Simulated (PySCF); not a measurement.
# How methods differ on the ionisation energy of Ta(58+)

Ta(58+) [Ne] 3s2 3p3 (4S) → Ta(59+) [Ne] 3s2 3p2 (3P), as a difference of total energies. All numbers are calculated (PySCF 2.14, the spin-free X2C one-electron Hamiltonian (Gaussian nucleus), in an even-tempered Gaussian basis (17 s from 16 bohr⁻², ratio 2.5; 12 p from 20 bohr⁻², ratio 2.5; 4 d from 79 bohr⁻², ratio 2.7; 4 f from 120 bohr⁻², ratio 2.7)). Correlated levels: outer shells: 1s2 frozen; virtual orbitals above 40 to 60 times the deepest correlated orbital energy dropped. The calculations carry no spin-orbit coupling.

```json
{"method": "UHF", "ionisation energy (eV)": "6030.9"}
{"method": "MP2 (outer shells)", "ionisation energy (eV)": "6031.5"}
{"method": "SCS-MP2 (outer shells)", "ionisation energy (eV)": "6031.2"}
{"method": "CCSD (outer shells)", "ionisation energy (eV)": "6031.4"}
{"method": "CCSD(T) (outer shells)", "ionisation energy (eV)": "6031.4"}
```

Spin-orbit coupling is strong in these open shells (close to jj coupling). The scalar numbers leave it out and a first-order estimate fails, so it can dominate the gap to the real levels.

The ground level that NIST lists for one species does not belong to the high-spin term computed here, so part of any gap is the choice of state.

Breit and QED terms and the two-electron picture change are absent.

For comparison: 5907 ± 6 eV (theoretical estimate listed by NIST; NIST Atomic Spectra Database, ionization energies).
